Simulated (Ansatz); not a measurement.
`CC(=O)OB(F)F` + H₂ → `CC(=O)OBF` + H–F at 700 K and 1 bar (hydrogenolysis of a B–F bond).

Calculated with Ansatz (gas phase, PBE0-D4/def2-TZVP geometries, no zero-point term in ΔE). CCSD(T)/CBS is the MP2 limit (def2-TZVPP, def2-QZVPP) plus CCSD(T) − MP2 in def2-TZVPP, frozen cores. This one scheme is used for every species. Each species was taken in one conformer, which may not be the lowest.

| species | CCSD(T)/CBS energy (Eh) | H − E (kJ/mol) | S (J/(mol·K)) |
| --- | --- | --- | --- |
| `CC(=O)OB(F)F` | -452.81860 | 240.5 | 476.8 |
| H₂ | -1.17544 | 46.8 | 155.3 |
| `CC(=O)OBF` | -353.55713 | 250.6 | 449.7 |
| H–F | -100.39570 | 45.2 | 198.5 |

H − E and S are ideal-gas, rigid-rotor, harmonic terms from PBE0-D4/def2-TZVP, for one conformer and one mirror image of each species. The MP2-based limit puts H₂ 0.8 mEh under its directly extrapolated value; such offsets cancel only in part. 1 Eh = 2625.50 kJ/mol, R = 8.31446 J/(mol·K).

**Question.** By hand: ΔE, ΔH, ΔS and ΔG.

**Answer.** ΔE = (-353.55713) + (-100.39570) − (-452.81860) − (-1.17544) = 0.04121 Eh = 108.2 kJ/mol. Δ(H − E) = 250.6 + 45.2 − 240.5 − 46.8 = 8.5, so ΔH = 116.7 kJ/mol. ΔS = 449.7 + 198.5 − 476.8 − 155.3 = 16.1 J/(mol·K). ΔG = 116.7 − 700 × (16.1)/1000 = 105.4 kJ/mol.

**Question.** By hand: the equilibrium constant, and the temperature at which ΔG would vanish if ΔH and ΔS stayed fixed.

**Answer.** log₁₀ K = −ΔG/(RT ln 10) = -7.9. ΔG = 0 at ΔH/ΔS = 7248 K, far beyond where these terms or the molecules hold.

ΔH outweighs TΔS. A doubt of 5 kJ/mol in ΔE shifts log₁₀ K by 0.4 here. Other conformers and mirror images would add mixing entropy, several J/(mol·K) or more a flexible species. Modes under 60 cm⁻¹, often nearly free rotors, make the harmonic entropy too high. These are equilibria of isolated gas molecules and say nothing of rates. Largest T1 diagnostic: 0.015 (customary marks: 0.02 for closed shells, 0.045 for open ones).
